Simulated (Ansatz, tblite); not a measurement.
Removing and adding an electron: the cluster Sn₂Bi. Charge 0, multiplicity 2. Geometry: r2SCAN-D4/def2-SVP. Ansatz, gas phase; energy differences of separate SCF runs; the oxidised species is a triplet (the singlet lies 0.18 eV higher at PBE0-D4/def2-TZVP); the reduced species is a singlet (the triplet lies 0.94 eV higher at PBE0-D4/def2-TZVPD).

```xyz
3

Bi   -1.426    0.281    0.664
Sn    0.433   -1.614   -0.308
Sn    0.993    1.333   -0.355
```

In the def2 sets Bi, Sn take a core potential; there is no spin–orbit coupling. The xTB rows come from tblite. At PBE0-D4/def2-TZVP a singlet of charge 1 lies 0.24 eV below the triplet, each at its own geometry. The structure comes from a short search, and lower isomers may exist.

| level | −HOMO (eV) | vertical IE (eV) | −LUMO (eV) | vertical EA (eV) | HOMO–LUMO gap (eV) | IE − EA (eV) | remarks |
| --- | --- | --- | --- | --- | --- | --- | --- |
| GFN1-xTB | – | 11.45 | – | 5.53 | – | 5.92 | – |
| GFN2-xTB | – | 11.44 | – | 5.01 | – | 6.43 | – |
| PBE-D4/def2-TZVP | 4.87 | 7.25 | 4.18 | – | 0.69 | – | – |
| PBE-D4/def2-TZVPD | 4.89 | – | 4.20 | 2.03 | 0.69 | – | HOMO above zero (-1 singlet) |
| r2SCAN-D4/def2-TZVP | 5.11 | 7.31 | 3.97 | – | 1.13 | – | – |
| r2SCAN-D4/def2-TZVPD | 5.12 | – | 3.98 | 2.02 | 1.13 | – | – |
| PBE0-D4/def2-TZVP | 5.66 | 7.30 | 3.50 | – | 2.16 | – | – |
| PBE0-D4/def2-TZVPD | 5.67 | – | 3.51 | 2.05 | 2.16 | – | – |

   A HOMO above zero means that the electron is unbound at that level or that self-interaction error raises the level; the energy of removing that electron tells which. HOMO and LUMO are the levels of the spin that leaves or enters (xTB has no such levels and no spin-polarisation term). Other spin states of the ions may lie lower, which would lower the ionisation energy or raise the affinity. Raw xTB energy differences between charge states are shifted by several eV; the methods need an empirical correction for them.
